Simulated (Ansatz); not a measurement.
Coupled-cluster run, `[NH2][Al]([NH2])[Cl]`.

```yaml
crystal:
  periodic: [false, false, false]
  atoms:
    - {symbol: N, position_ang: [-0.490331, 1.487443, -0.172881]}
    - {symbol: Al, position_ang: [-0.217329, -0.236934, -0.376950]}
    - {symbol: N, position_ang: [0.829588, -1.184299, 0.670004]}
    - {symbol: Cl, position_ang: [-1.193692, -1.217166, -1.955114]}
    - {symbol: H, position_ang: [-1.089700, 2.030537, -0.771435]}
    - {symbol: H, position_ang: [-0.082640, 2.067595, 0.540633]}
    - {symbol: H, position_ang: [1.349833, -0.832960, 1.456005]}
    - {symbol: H, position_ang: [0.986471, -2.171416, 0.554037]}
basis:
  gaussian: {orbitals: def2-TZVPP}
correlation: {method: ccsd_t}
output: {orbitals: {seedname: orbitals}}
```

```sh
$ ansatz run in.yaml --threads 4 --pin off --events-out ev --progress --plain --max-ram 10444MiB
```

The program prints (abridged):

```
Functional definition: HF
1192 factors; integrals over basis functions are off by at most 8.5e-4 eV
mean field evaluation 1: about -22114.8778 eV, gradient 4.9e1 eV
mean field evaluation 2: about -22114.9730 eV, gradient 4.9e1 eV
mean field evaluation 4: about -22119.6284 eV, gradient 2.8e0 eV
mean field evaluation 8: about -22119.6779 eV, gradient 2.4e-1 eV
mean field -22119.67819247 eV, -812.8831803168 hartree, gradient 3.0e-6 eV, S^2 0.000000; 0 other end points of the search recorded, 0 dependent functions left out
12 core orbitals not correlated: weight in the atoms' cores, before any rotation towards them, 1.000 or more for the frozen orbitals, at most 0.000 for the correlated occupied ones
reference -22119.67819247 eV, -812.8831803168 hartree; 12, 12 occupied and 178, 178 virtual orbitals, 1192 factors
second order -18.85631697 eV of doubles, -0.00000000 eV of singles
cycle   1  -19.33885841 eV  change   -4.8e-1 eV  update   7.5e-2
cycle   2  -19.71538365 eV  change   -3.8e-1 eV  update   2.1e-2
cycle   3  -19.78497692 eV  change   -7.0e-2 eV  update   9.9e-3
cycle   4  -19.77836458 eV  change    6.6e-3 eV  update   2.4e-3
cycle   5  -19.77865366 eV  change   -2.9e-4 eV  update   1.1e-3
cycle   6  -19.77869942 eV  change   -4.6e-5 eV  update   2.9e-4
cycle   7  -19.77857190 eV  change    1.3e-4 eV  update   9.9e-5
cycle   8  -19.77857990 eV  change   -8.0e-6 eV  update   3.0e-5
perturbative correction -0.75646076 eV, -0.0277994204 hartree
Total energy: -22140.21323313 eV, -813.6378291420 hartree
```

Run time 38 s (4 threads of an Arm Neoverse V1 on a shared host); peak host memory 2.4 GiB.

MP2 recovers 91.8 % of the CCSD(T) correlation energy and the triples give 3.7 %; T1 = 0.0089.
